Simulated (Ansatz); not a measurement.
`[CH3][AlH][N]([SiH3])[SiH3]` and `[SiH3][N]([SiH3])[Ag]` differ in one atom or group.

Ansatz, PBE0-D4/def2-TZVP geometries, multiplicity 1. Each molecule was computed in one conformer, which needn't be the lowest.

Elements past krypton have def2 core potentials.

```tsv
property	`[CH3][AlH][N]([SiH3])[SiH3]`
HOMO energy (B3LYP/def2-TZVPP) / eV	-7.50
HOMO energy (PBE/def2-TZVPP) / eV	-6.47
HOMO energy (PBE0/def2-TZVPP) / eV	-7.72
HOMO–LUMO gap (PBE0/def2-TZVPP) / eV	6.89
HOMO energy (ωB97M-V/def2-TZVPP) / eV	-9.98
size of the dipole moment (B3LYP/def2-TZVPP) / D	1.02
```

(1) What does the change do to each property? (Estimate.)

## Answers

(1) Ansatz gave: 
| property | `[SiH3][N]([SiH3])[Ag]` | shift |
| --- | --- | --- |
| HOMO energy (B3LYP/def2-TZVPP) / eV | -6.43 | 1.07 |
| HOMO energy (PBE/def2-TZVPP) / eV | -5.46 | 1.01 |
| HOMO energy (PBE0/def2-TZVPP) / eV | -6.58 | 1.14 |
| HOMO–LUMO gap (PBE0/def2-TZVPP) / eV | 3.52 | -3.37 |
| HOMO energy (ωB97M-V/def2-TZVPP) / eV | -8.75 | 1.23 |
| size of the dipole moment (B3LYP/def2-TZVPP) / D | 4.81 | 3.79 |

With PBE0 the HOMO rises by 1.14 eV and the LUMO falls by 2.24 eV, so the gap narrows by about 3.38 eV. PBE moves the HOMO by 1.01 eV and ωB97M-V by 1.23 eV. Dipoles are sizes alone; their direction can turn.

B3LYP here is the variant with VWN-RPA as its local correlation; programs differ in this.
